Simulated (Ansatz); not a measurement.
Reaction (cleavage of the Ge–B bond): `[BH2][GeH]([CH3])[NH2]` + HCl → `[CH3][GeH]([NH2])[Cl]` + BH₃

Calculated with Ansatz (gas phase, PBE0-D4/def2-TZVP geometries, no zero-point term in ΔE). CCSD(T)/CBS adds triple-zeta CCSD(T) − MP2 to the extrapolated MP2 energy (def2 sets, frozen cores). This one scheme is used for every species. DFT in def2-TZVPP. B3LYP here is the variant with VWN-RPA as its local correlation; programs differ in this. HSE06 is defined as in plane-wave codes. For Ge outer-core shells are correlated without core-valence functions, which leaves a few kJ/mol of doubt a bond. Scalar relativity is left out up to krypton. One conformer a species, not always the lowest.

`[BH2][GeH]([CH3])[NH2]`:

Z-matrix (Å, degrees):
```
Ge
C 1 1.972
N 1 1.851 2 113.2
B 1 2.057 2 109.8 3 -122.3
H 1 1.546 2 107.2 3 115.4
H 2 1.092 1 110.7 3 -176.3
H 2 1.091 1 110.8 3 63.0
H 2 1.091 1 109.5 3 -56.6
H 3 1.011 1 114.9 2 55.2
H 3 1.011 1 113.9 2 -70.6
H 4 1.196 1 121.8 2 109.2
H 4 1.196 1 120.5 2 -68.6
```

HCl:

Cartesian coordinates in Å:
```
Cl 0.396 -0.496 0.076
H -0.396 0.496 -0.076
```

`[CH3][GeH]([NH2])[Cl]`:

```xyz
10

C    -0.385   -0.170    1.428
Ge    0.015    0.583   -0.308
N     1.016   -0.597   -1.272
Cl   -1.910    0.984   -1.262
H    -0.934   -1.104    1.305
H     0.542   -0.366    1.969
H    -1.000    0.523    2.001
H     0.750    1.929   -0.305
H     1.299   -0.267   -2.184
H     0.607   -1.516   -1.371
```

BH₃:

Z-matrix (Å, degrees):
```
B
H 1 1.193
H 1 1.193 2 120.0
H 1 1.193 2 120.0 3 180.0
```

| level | ΔE (kcal/mol) |
| --- | --- |
| B3LYP-D4 | -27.5 |
| r2SCAN0-D4 | -27.6 |
| HSE06-D4 | -26.0 |
| CAM-B3LYP-D4 | -27.6 |
| BLYP | -26.2 |
| HF/def2-SVP | -31.9 |
| SCS-MP2/def2-TZVPP | -28.2 |
| CCSD/def2-TZVPP | -26.2 |

Question: What does CCSD(T)/CBS give? (An estimate is asked.)

Answer: Ansatz gave: -26.0 kcal/mol. The listed levels differ from it by -1.5, -1.6, 0.0, -1.6, -0.2, -5.9, -2.2, -0.2 kcal/mol.

Largest T1 diagnostic among the species: 0.011.

Leaving LDA and LC-ωPBE aside and taking each functional with its dispersion term where it has one, the values, not all of them listed here, spread over 4.7 kcal/mol, from BHLYP-D4 to PBE-D4. LDA lies +1.4 kcal/mol from PBE without D4. From PBE to PBE0 (25 % exact exchange), in def2-TZVPP and without D4, ΔE moves by −1.4 kcal/mol. In def2-TZVPP, CCSD(T) changes the Hartree–Fock value by +6.1 kcal/mol (the triples alone add +0.3 kcal/mol) and MP2 by +4.0 kcal/mol.
